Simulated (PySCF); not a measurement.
H8NSi3 (SMILES [SiH2]N([SiH3])[SiH3]), doublet, geometry from GFN2-xTB; PySCF with BLYP/STO-3G.

PySCF was given this input:
```python
from pyscf import gto, scf, dft

mol = gto.Mole()
mol.atom = '''
    Si   -1.473646    0.979158    0.101193
    N    -0.028556    0.017753   -0.101142
    Si   -0.075573   -1.708221   -0.322898
    Si    1.479842    0.836267    0.206139
    H    -2.642154    0.170145   -0.234935
    H    -1.528225    1.516851    1.461783
    H     1.036645   -2.082061   -1.192683
    H    -1.358005   -2.024458   -0.947824
    H     0.039099   -2.380991    0.975474
    H     1.693709    0.969097    1.651661
    H     1.367092    2.157127   -0.411220
    H     2.562998    0.049173   -0.376322
'''
mol.basis = 'sto-3g'
mol.charge = 0
mol.spin = 1
mol.verbose = 5
mol.build()

mf = dft.UKS(mol)
mf.xc = 'blyp'
mf.grids.level = 0
mf.kernel()
```

The log (banner, timings and long lists left out):

```
PySCF version 2.14.0

[INPUT] verbose = 5
[INPUT] max_memory = 4000
[INPUT] num. atoms = 12
[INPUT] num. electrons = 57
[INPUT] charge = 0
[INPUT] spin (= nelec alpha-beta = 2S) = 1
[INPUT] symmetry False subgroup None
[INPUT] Mole.unit = angstrom
[INPUT] Symbol           X                Y                Z      unit          X                Y                Z       unit  Magmom
[...]
[INPUT] ---------------- BASIS SET ----------------
[INPUT] l, kappa, [nprim/nctr], expnt,             c_1 c_2 ...
[INPUT] Si
[...]
                                74.28083305       0.5353281423
                                20.10329229       0.4446345422
[...]
                                5.389706871       0.3995128261
                                1.752899952       0.7001154689
[...]
                                0.4125648801      0.2255954336
                                0.1614750979      0.900398426
[...]
                                5.389706871       0.6076837186
                                1.752899952       0.3919573931
[...]
                                0.4125648801      0.5951670053
                                0.1614750979      0.462001012
[INPUT] H
[...]
                                0.62391373        0.53532814
                                0.1688554         0.44463454
[INPUT] N
[...]
                                18.052312         0.53532814
                                4.8856602         0.44463454
[...]
                                0.8784966         0.39951283
                                0.2857144         0.70011547
[...]
                                0.8784966         0.60768372
                                0.2857144         0.39195739

nuclear repulsion = 281.239304385644
number of shells = 26
number of NR pGTOs = 120
number of NR cGTOs = 40
basis = sto-3g
ecp = {}

******** <class 'pyscf.dft.uks.UKS'> ********
method = UKS
initial guess = minao
damping factor = 0
level_shift factor = 0
DIIS = <class 'pyscf.scf.diis.CDIIS'>
diis_start_cycle = 1
diis_space = 8
diis_damp = 0
SCF conv_tol = 1e-09
SCF conv_tol_grad = None
SCF max_cycles = 50
direct_scf = True
direct_scf_tol = 1e-13
number electrons alpha = 29  beta = 28
XC library pyscf.dft.libxc version 7.1.2
    S. Lehtola, C. Steigemann, M. J. T. Oliveira, and M. A. L. Marques,  SoftwareX 7, 1–5 (2018)
XC functionals = blyp
    A. D. Becke,  Phys. Rev. A 38, 3098 (1988)
    C. Lee, W. Yang, and R. G. Parr,  Phys. Rev. B 37, 785 (1988)
    B. Miehlich, A. Savin, H. Stoll, and H. Preuss,  Chem. Phys. Lett. 157, 200 (1989)
radial grids:
    Treutler-Ahlrichs [JCP 102, 346 (1995); DOI:10.1063/1.469408] (M4) radial grids

becke partition: Becke, JCP 88, 2547 (1988); DOI:10.1063/1.454033
pruning grids: <function nwchem_prune>
grids dens level: 0
symmetrized grids: False
atomic radii adjust function: <function treutler_atomic_radii_adjust>
small_rho_cutoff = 0
Set gradient conv threshold to 3.16228e-05
atom Si rad-grids = 20, ang-grids = [ 50  50  50  50  50  50  86  86  86  86  86 110 110 110 110 110  86  86
  86  86]
atom N rad-grids = 15, ang-grids = [50 50 50 50 50 86 86 74 86 86 86 86 74 74 74]
atom H rad-grids = 10, ang-grids = [50 50 50 74 74 74 74 74 50 50]
tot_boxes 3536, boxes in each direction [15 14 11]
Padding 2 grids
tot grids = 10896
nelec by numeric integration = [28.17792895 28.17792895]
E1 = -1828.7206645918584  E2 = 630.7093168010896  Ecoul = 703.2359523782885  Exc = -72.52663557719889
init E= -916.772043405125
cond(S) = 7.785909476750463

  alpha mo_energy =
[-6.47494666e+01 -6.47472289e+01 -6.47284453e+01 -1.40763618e+01
 -4.89881199e+00 -4.89678972e+00 -4.88384818e+00 -3.26456468e+00
 -3.26417684e+00 -3.26374231e+00 -3.26218892e+00 -3.26193658e+00
 -3.26151935e+00 -3.25027313e+00 -3.24997185e+00 -3.24666067e+00
 -8.99526657e-01 -5.83383213e-01 -5.71541764e-01 -5.08960935e-01
 -4.40491743e-01 -4.36680167e-01 -4.25212201e-01 -3.72374357e-01
 -3.71243684e-01 -3.69562396e-01 -3.57412203e-01 -3.24587552e-01
[...]
 -2.80449769e-01 -2.75007539e-01 -2.69778259e-01 -2.46903002e-01
 -2.25921355e-01 -2.11313650e-01 -2.05893484e-01 -8.55908981e-02
  3.40612244e-02  2.14380664e-01  2.70602949e-01  2.80188150e-01
  2.90696422e-01  3.01956017e-01  3.18019501e-01  3.25080216e-01
  3.55793791e-01  3.77184478e-01  3.86695108e-01  4.01634927e-01]
multiplicity <S^2> = 0.75044038  2S+1 = 2.0004403
nelec by numeric integration = [29.00158009 28.00159503]
E1 = -1834.6146200320898  E2 = 636.2433532947008  Ecoul = 709.0569013133127  Exc = -72.81354801861191
cycle= 9 E= -917.131962351745  delta_E= -1.41e-09  |g|= 1.54e-05  |ddm|= 0.00011
  alpha mo_energy =
[-6.47625205e+01 -6.47623070e+01 -6.46716030e+01 -1.36946052e+01
 -4.87395220e+00 -4.87316828e+00 -4.80005946e+00 -3.24118661e+00
 -3.24036896e+00 -3.23999217e+00 -3.23917584e+00 -3.23886729e+00
 -3.23867636e+00 -3.16727064e+00 -3.16623548e+00 -3.16473791e+00
 -6.67903017e-01 -4.45441482e-01 -4.24867087e-01 -3.74499658e-01
 -2.82922362e-01 -2.78684954e-01 -2.72250745e-01 -2.47685434e-01
 -2.28335372e-01 -2.18937114e-01 -2.10186884e-01 -1.06012673e-01
 -1.76565452e-02  2.07341537e-01  2.69610776e-01  2.79547651e-01
  2.85754189e-01  2.97425338e-01  3.13028075e-01  3.18475251e-01
  3.49951766e-01  3.75151766e-01  3.76236094e-01  3.85493821e-01]
  beta  mo_energy =
[-6.47625261e+01 -6.47622495e+01 -6.46680924e+01 -1.36925269e+01
 -4.87393183e+00 -4.87311447e+00 -4.79501368e+00 -3.24112281e+00
 -3.24039156e+00 -3.23988926e+00 -3.23914466e+00 -3.23883607e+00
 -3.23863151e+00 -3.16389961e+00 -3.16282673e+00 -3.15363700e+00
 -6.61523762e-01 -4.44606097e-01 -4.19856788e-01 -3.64724516e-01
 -2.80449340e-01 -2.75007820e-01 -2.69776960e-01 -2.46901579e-01
 -2.25921221e-01 -2.11316428e-01 -2.05893939e-01 -8.55917263e-02
  3.40567621e-02  2.14380490e-01  2.70604219e-01  2.80189645e-01
  2.90696353e-01  3.01956596e-01  3.18020445e-01  3.25078645e-01
  3.55794094e-01  3.77184870e-01  3.86693577e-01  4.01631592e-01]
multiplicity <S^2> = 0.75044058  2S+1 = 2.0004405
nelec by numeric integration = [29.00158009 28.00159503]
E1 = -1834.6146725779074  E2 = 636.2434058402823  Ecoul = 709.0569511508974  Exc = -72.81354531061503
cycle= 10 E= -917.131962351981  delta_E= -2.36e-10  |g|= 4.03e-06  |ddm|= 4.42e-05
  alpha mo_energy =
[-6.47625201e+01 -6.47623059e+01 -6.46715988e+01 -1.36946056e+01
 -4.87395174e+00 -4.87316771e+00 -4.80005612e+00 -3.24118607e+00
 -3.24036859e+00 -3.23999150e+00 -3.23917543e+00 -3.23886672e+00
 -3.23867578e+00 -3.16726726e+00 -3.16623209e+00 -3.16473453e+00
 -6.67902866e-01 -4.45441271e-01 -4.24866883e-01 -3.74499489e-01
 -2.82922347e-01 -2.78684780e-01 -2.72250590e-01 -2.47685198e-01
 -2.28335408e-01 -2.18936824e-01 -2.10187265e-01 -1.06012260e-01
 -1.76553237e-02  2.07341833e-01  2.69610894e-01  2.79547849e-01
  2.85753936e-01  2.97425454e-01  3.13028587e-01  3.18475400e-01
  3.49951901e-01  3.75152071e-01  3.76236529e-01  3.85493903e-01]
  beta  mo_energy =
[-6.47625257e+01 -6.47622484e+01 -6.46680881e+01 -1.36925272e+01
 -4.87393136e+00 -4.87311385e+00 -4.79501028e+00 -3.24112227e+00
 -3.24039116e+00 -3.23988855e+00 -3.23914421e+00 -3.23883546e+00
 -3.23863091e+00 -3.16389618e+00 -3.16282327e+00 -3.15363356e+00
 -6.61523655e-01 -4.44605856e-01 -4.19856592e-01 -3.64724422e-01
 -2.80449480e-01 -2.75007597e-01 -2.69776847e-01 -2.46901430e-01
 -2.25921159e-01 -2.11316359e-01 -2.05894686e-01 -8.55915192e-02
  3.40579253e-02  2.14380838e-01  2.70604350e-01  2.80189774e-01
  2.90696156e-01  3.01956602e-01  3.18020812e-01  3.25078807e-01
  3.55794094e-01  3.77185157e-01  3.86694136e-01  4.01631632e-01]
multiplicity <S^2> = 0.75044059  2S+1 = 2.0004405
nelec by numeric integration = [29.00158009 28.00159503]
E1 = -1834.6146339264046  E2 = 636.243367188776  Ecoul = 709.056913105898  Exc = -72.81354591712208
Extra cycle  E= -917.131962351984  delta_E= -3.41e-12  |g|= 3.8e-06  |ddm|= 1.63e-05
converged SCF energy = -917.131962351984  <S^2> = 0.75044059  2S+1 = 2.0004405
```
